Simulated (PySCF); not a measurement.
GeH2, SMILES [GeH2] (connectivity only; charge and spin as stated), charge +1, multiplicity 2. Geometry: ωB97X-D3(BJ)/def2-TZVPD. The multiplicity is an assumed one; other spin states were not compared. The isomer is the one that the SMILES or the coordinates give; other isomers of the formula were not compared.

These are ωB97X-D3(BJ)/def2-TZVPD (PySCF) values and carry that method's errors.

Harmonic wavenumbers (cm⁻¹): 840, 2078, 2159. Rotational constants (GHz): 441.0, 139.2, 105.8; symmetry number 2.

Question: Work out the zero-point energy and the ideal-gas rigid-rotor harmonic-oscillator thermochemistry at 298.15 K and 1 atm.

Answer: ZPE = ½ Σ hcν = ½ × 5076 cm⁻¹ = 30.36 kJ/mol. H − E(el) = 40.46 kJ/mol. Entropy in J/(mol K): translation 162.53, rotation 55.18, vibration 0.75, spin 5.76, total 224.23. G − E(el) = -26.39 kJ/mol. Cp = 35.78 J/(mol K).
